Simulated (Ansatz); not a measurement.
The cluster Cu₆P⁻. Total charge -1; singlet. Geometry PBE0-D4/def2-SVPD, basis def2-TZVPD, Ansatz.

```xyz
7

P    -1.0088    1.2947    1.6972
Cu   -0.9086   -0.1257   -2.6753
Cu   -1.3504    0.6603   -0.4225
Cu    0.7905    1.6255    0.4287
Cu    1.6847   -2.2235    0.4669
Cu    0.6050   -0.6518   -0.9338
Cu    0.1876   -0.5795    1.4387
```

| run | HOMO (eV) | LUMO (eV) |
| --- | --- | --- |
| A | -1.30 | 1.07 |
| B | -1.37 | 1.29 |
| C | -0.73 | 0.56 |
| D | -0.96 | 0.34 |
| E | -0.78 | 0.67 |
| F | -3.27 | 2.91 |

LC-ωPBE has ω = 0.4 bohr⁻¹. B3LYP takes the VWN-RPA correlation. No other spin state of charge -1 was run. Another isomer (singlet) lies 0.04 eV lower at r2SCAN-D4/def2-TZVPD; other spin states weren't run for this one.

Problem. The runs used B3LYP, LC-ωPBE, LDA (SPW92), PBE, PBE0, r2SCAN. Estimate which is which.

Solution. A B3LYP (20 % exact exchange); B PBE0 (25 % exact exchange); C PBE (0 % exact exchange); D LDA (SPW92) (0 % exact exchange); E r2SCAN (0 % exact exchange); F LC-ωPBE (range-separated). Exact exchange lowers occupied and raises empty levels; among semilocal functionals meta-GGAs tend to open the gap a little, and such runs are hard to tell apart. The gap grows from 1.29 eV (PBE) to 6.18 eV (LC-ωPBE). The restricted singlet is unstable towards broken spin symmetry in Hartree–Fock (as tested in another run); at B3LYP-D4/def2-TZVPD, PBE0-D4/def2-TZVPD, PBE-D4/def2-TZVPD, LDA (SPW92)/def2-TZVPD and others this wasn't settled.
